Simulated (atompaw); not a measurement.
# u(r) = r·R(r): atom against pseudo-atom (neodymium)

Columns: radius, all-electron u(r) and pseudo u(r) of the 4f shell (level -2.09 eV) of neodymium in the configuration [Kr] 4d10 4f4 5s2 5p6 5d0 6s1.75 6p0.25; PBEsol, scalar-relativistic, PAW (atompaw) scheme, atompaw 4.2.0.5.

| r (bohr) | all-electron | pseudo |
| --- | --- | --- |
| 0.112 | 0.0668 | 0.0001 |
| 0.223 | 0.3289 | 0.0023 |
| 0.335 | 0.6214 | 0.0108 |
| 0.446 | 0.8246 | 0.0313 |
| 0.558 | 0.9275 | 0.0689 |
| 0.669 | 0.9528 | 0.1250 |
| 0.781 | 0.9308 | 0.1985 |
| 0.892 | 0.8836 | 0.2819 |
| 1.004 | 0.8245 | 0.3670 |
| 1.115 | 0.7625 | 0.4419 |
| 1.227 | 0.7007 | 0.4984 |
| 1.338 | 0.6424 | 0.5297 |
| 1.450 | 0.5874 | 0.5352 |
| 1.562 | 0.5366 | 0.5183 |
| 1.673 | 0.4905 | 0.4866 |
| 1.785 | 0.4481 | 0.4479 |
| 1.896 | 0.4099 | 0.4099 |
| 2.008 | 0.3750 | 0.3750 |
| 2.119 | 0.3436 | 0.3436 |
| 2.231 | 0.3150 | 0.3150 |
| 2.342 | 0.2894 | 0.2894 |
| 2.454 | 0.2660 | 0.2660 |
| 2.565 | 0.2451 | 0.2451 |
| 2.677 | 0.2260 | 0.2260 |
| 2.788 | 0.2088 | 0.2088 |
| 2.900 | 0.1932 | 0.1932 |

(1) How many radial nodes do the two functions have?

(2) At about which radius was the pseudo-wave matched?

(3) Where does each function peak?

(4) Is the pseudo-wave norm-conserving?

Results:

(1) The all-electron 4f function has n − l − 1 = 0; the pseudo-wave has 0.

(2) 1.95 bohr. The columns agree to 0.0005 from 1.78 bohr on; several derivatives are matched, so the curves merge somewhat inside the radius.

(3) Outermost all-electron maximum near 0.67 bohr, pseudo maximum near 1.45 bohr (to the table’s step).

(4) No, it belongs to a PAW set: the norm inside the radius is not constrained, and the difference is carried by the augmentation charge.
